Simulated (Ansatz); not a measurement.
Harmonic frequencies (cm⁻¹) at PBE0-D4/def2-TZVP from Ansatz: 116, 136, 216, 244, 256, 279, 295, 442, 573, 830, 868, 979, 1567, 3627, 3730.

Each molecule was computed in one conformer, which needn't be the lowest.

Task: Which molecule is it?
A. `N[SiH](O)Br`
B. `F[SiH](F)[SeH]`
C. `N[Si](F)(Cl)Br`
D. `O=C=N[SiH](F)Cl`

Result: C.
